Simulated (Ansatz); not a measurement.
Reaction (substitution at a C–C bond): `O=C(O)c1ccccc1Br` + `O[SiH2][SiH3]` → `O=C(O)O[SiH2][SiH3]` + `Brc1ccccc1`

Program: Ansatz. Geometries: PBE0-D4/def2-TZVP. ΔE: electronic, gas phase. CCSD(T)/CBS is the MP2 limit (def2-TZVPP, def2-QZVPP) plus CCSD(T) − MP2 in def2-TZVPP, frozen cores. DFT in def2-TZVPP. B3LYP here is the variant with VWN-RPA as its local correlation; programs differ in this. For Br outer-core shells are correlated without core-valence functions, which leaves a few kJ/mol of doubt a bond. Scalar relativity is left out up to krypton. Each species was taken in one conformer, which may not be the lowest.

`O=C(O)c1ccccc1Br`:

```xyz
15

O     1.740    2.302    0.402
C     1.588    1.324   -0.285
O     2.430    1.025   -1.276
C     0.459    0.370   -0.092
C    -0.402    0.715    0.953
C    -1.503   -0.049    1.278
C    -1.768   -1.198    0.548
C    -0.934   -1.565   -0.491
C     0.174   -0.793   -0.817
Br    1.196   -1.447   -2.263
H     3.098    1.725   -1.275
H    -0.167    1.618    1.503
H    -2.149    0.248    2.094
H    -2.628   -1.815    0.784
H    -1.135   -2.461   -1.064
```

`O[SiH2][SiH3]`:

Z-matrix (Å, degrees):
```
Si
Si 1 2.347
O 1 1.654 2 112.4
H 1 1.484 2 110.6 3 117.6
H 1 1.493 2 108.5 3 -123.5
H 2 1.489 1 110.0 3 177.8
H 2 1.491 1 110.1 3 58.6
H 2 1.488 1 111.4 3 -61.5
H 3 0.958 1 117.6 2 -58.8
```

`O=C(O)O[SiH2][SiH3]`:

Z-matrix (Å, degrees):
```
Si
O 1 1.706
Si 1 2.340 2 111.3
H 1 1.485 2 107.9 3 124.0
H 1 1.482 2 101.7 3 -121.1
C 2 1.317 1 117.0 3 -48.6
H 3 1.482 1 111.3 2 94.7
H 3 1.486 1 109.1 2 -27.4
H 3 1.490 1 108.7 2 -145.4
O 6 1.330 2 110.6 1 -179.1
O 6 1.208 2 124.8 1 1.1
H 10 0.965 6 106.5 2 -179.9
```

`Brc1ccccc1`:

Z-matrix (Å, degrees):
```
C
C 1 1.385
C 1 1.385 2 121.4
Br 1 1.889 2 119.3 3 -180.0
C 2 1.387 1 119.0 3 0.0
H 2 1.082 1 120.2 3 180.0
C 3 1.387 1 119.0 2 -0.0
H 3 1.082 1 120.2 2 180.0
C 5 1.387 2 120.5 1 -0.0
H 5 1.084 2 119.4 1 180.0
H 7 1.084 3 119.3 1 180.0
H 9 1.083 5 120.1 2 -180.0
```

**Question.** Is it downhill or uphill in electronic energy at CCSD(T)/CBS, and by how much? (Estimate.)

**Answer.** The calculation gave: Downhill: ΔE = -0.29 eV.

**Question.** What do these levels give: PBE0-D4, B3LYP-D4, PBE, MP2/def2-TZVPP, CCSD/def2-TZVPP, MP2/def2-QZVPP? (Best estimate.)

**Answer.** Computed: PBE0-D4 -0.33, B3LYP-D4 -0.32, PBE -0.30, MP2/def2-TZVPP -0.26, CCSD/def2-TZVPP -0.36, MP2/def2-QZVPP -0.24 eV.

Largest T1 diagnostic among the species: 0.015.

In def2-TZVPP, CCSD(T) changes the Hartree–Fock value by +0.28 eV (the triples alone add +0.05 eV) and MP2 by +0.33 eV. From PBE to PBE0 (25 % exact exchange), in def2-TZVPP and without D4, ΔE moves by −0.06 eV.
